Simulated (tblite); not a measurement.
Compound: C4H9OSi (doublet state).
Z-matrix (Å and degrees, GFN2-xTB geometry), rows numbered from 1:
```
C 
O   1  1.3931
Si  2  1.6230  1  128.26
C   3  1.8550  2  122.66  1    97.71
C   4  1.4871  3   94.34  2   114.92
C   5  1.5391  4   98.83  3    -8.02
H   1  1.0927  2  110.93  3    52.00
H   1  1.0906  2  108.14  3   171.87
H   1  1.0926  2  110.62  3   -68.48
H   3  1.4698  2  109.77  1   -43.46
H   4  1.0781  3  141.85  2   -65.21
H   5  1.0954  4  112.12  3   110.55
H   5  1.0946  4  113.15  3  -129.07
H   6  1.0853  3  116.48  2   117.28
H   6  1.0853  3  115.61  2   -10.99
```

The geometry is computed with GFN2-xTB (gas phase). This method treats the open shell by occupation alone, without spin polarisation.

Take the most abundant isotopes and a rigid rotor. The values belong to one conformer with, in the numbering `[CH3:1][O:2][Si@H:3]1[CH:4][CH2:5][CH2:6]1`, C1–O2–Si3–C4 98°, O2–Si3–C4–C5 115°, Si3–C4–C5–C6 -8°, C4–C5–C6–Si3 8°, O2–Si3–C6–C5 -126°.

(1) Give the principal moments of inertia and the rotational constants in cm⁻¹.

(2) What kind of rotor is it?

(3) What does the inertial defect say?

(4) Give the other two planar moments, Paa and Pbb, and the rms extents of the mass along the axes.

(5) Give the coordinates in the principal-axis frame, origin at the centre of mass.

(6) Estimate the classical rotational partition function at 10 K, 50 K and 298.15 K.

Results:

(1) Ia = 65.57, Ib = 293.58, Ic = 321.85 u·Å²; 505379 MHz·u·Å²/I gives 7707, 1721 and 1570 MHz, that is A = 0.25708, B = 0.05742, C = 0.05238 cm⁻¹.

(2) A near-prolate asymmetric top: κ = (2 × 1721 − 7707 − 1570)/(7707 − 1570) = -0.95.

(3) Not planar: Δ = Ic − Ia − Ib = -37.30 u·Å². For a rigid frame Δ = −2 Σ m c², so Σ m c² = 18.65 u·Å² lies off the ab plane: 8.67 from hydrogen and 9.98 from heavier atoms. The atom farthest from that plane is 1.91 Å away.

(4) Paa = Σ m a² = (Ib + Ic − Ia)/2 = 274.93 and Pbb = Σ m b² = (Ia + Ic − Ib)/2 = 46.93 u·Å². With the mass M = 101.04 u, the rms extents √(P/M) along a, b and c are 1.65, 0.68, 0.43 Å.

(5) The sense of each axis is arbitrary; atoms in the order of the calculation.
```tsv
atom	mass (u)	a (Å)	b (Å)	c (Å)
C1	12.000	2.720	0.213	-0.163
O2	15.995	1.448	-0.319	-0.366
Si3	27.977	0.091	-0.028	0.475
C4	12.000	-1.190	1.191	-0.083
C5	12.000	-2.242	0.161	-0.293
C6	12.000	-1.383	-1.099	-0.089
H7	1.008	3.035	0.086	0.875
H8	1.008	3.416	-0.311	-0.819
H9	1.008	2.733	1.280	-0.402
H10	1.008	0.388	-0.029	1.914
H11	1.008	-1.339	2.244	-0.258
H12	1.008	-3.049	0.239	0.445
H13	1.008	-2.716	0.224	-1.277
H14	1.008	-1.791	-1.785	0.646
H15	1.008	-1.237	-1.649	-1.013
```

(6) Point group C1, symmetry number σ = 1; q = (√π/σ)·√((kT/h)³/(ABC)), k/h = 20836.6 MHz/K: 1170 at 10 K, 13100 at 50 K, 190000 at 298.15 K.

For this open shell read J as N, the rotation without spin; fine and hyperfine splittings come on top. Its GFN2-xTB frequencies are all real (lowest 70 cm⁻¹). These are rigid-rotor constants of the computed structure; measured ground-state constants (B0) also hold zero-point vibration.

Hardware: an Arm Neoverse V2 with one thread (shared host). Cost: 0.28 s wall. This is the geometry optimisation.
